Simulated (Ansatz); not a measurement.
Basis-set extrapolation for C$_{2}$H$_{2}$BF, SMILES `BC#CF` (PBE0-D4/def2-TZVP geometry, frozen core, Ansatz). Multiplicity 1, RHF reference.

```tsv
	def2-TZVPP	def2-QZVPP
HF	-200.999196	-201.007880
MP2 correlation	-0.637442	-0.686689
CCSD(T) correlation	-0.683348	not run
```

Energies in hartree. Use E(X) = E(∞) + A·exp(−7.88·√X) for Hartree–Fock and E(X) = E(∞) + B·X^(−2.97) for correlation, with X = 3 and 4, and add CCSD(T) minus MP2 of the smaller set to the MP2 limit.

What is the CCSD(T) energy at the basis-set limit?

HF limit: -201.007880 + (-0.008684) × 0.13774 = -201.00908. MP2 limit: -0.686689 + (-0.049247) × 0.74074 = -0.72317. Higher-order term: -0.683348 − (-0.637442) = -0.04591. Total: -201.77816 hartree, 251.0 kJ/mol below CCSD(T)/def2-TZVPP.
